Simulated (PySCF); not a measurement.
Structure elucidation problem

Molecular formula: C₉H₁₂Si. Simulated spectra:

¹H NMR (400 MHz, computed): δ 7.45 (m, 2H), 7.45 (m, 2H), 7.30 (m, 1H), 5.21 (m, 1H), 5.03 (m, 1H), 3.58 (m, 1H), 1.94 (m, 2H), 1.24 (m, 2H).

¹³C{¹H} NMR (computed): δ 158.5, 134.3, 131.9, 131.4, 44.4, 18.6.

- geometry from PBE0-D3(BJ)/def2-SVP
- σ from GIAO-PBE0/pcSseg-1
- code: PySCF 2.14
- gas phase, rapidly exchanging positions averaged, one computed conformer, non-relativistic

Shifts are taken against calculated references (same method and geometry level): ¹H, ¹³C vs TMS.

Problem. Propose a structure and justify it.

Solution. 
Rings plus π bonds: 5 (2 rings in the answer). 6 carbon signals for 9 carbons: some carbons are equivalent by symmetry or fast rotation. Carbon types of the structure: 1 × C, 6 × CH, 2 × CH2, leaving 2 H on heteroatoms. δC 158.5: substituted aromatic carbon. δC 134.3, 131.9, 131.4: aromatic CH; the aromatic region. δC 44.4: sp3 CH on an aromatic ring; a saturated carbon with 3 carbon neighbours and no heteroatom attached. δC 18.6: sp3 CH2 bonded to Si. δH 7.45, 7.45, 7.30: hydrogen on an aromatic CH; aromatic region. δH 3.58: hydrogen on an sp3 CH on an aromatic ring. δH 1.94, 1.24: hydrogen on an sp3 CH2 bonded to Si.

Structure: SMILES c1ccc(C2C[SiH2]C2)cc1.

The shifts were computed for this structure.

Shifts are as computed. Against solution values, carbons near 30 ppm lie about +2 ppm off and those near 130 ppm about +5 ppm. Of 1313 compounds with measured shifts, 239 miss one by over three times the rms of a fit or turn the order of signals round; such compounds aren't used in these exercises. Multiplicities follow the n + 1 count of equivalent neighbours, as no J values were calculated; m marks all less simple cases, F and P coupling included.
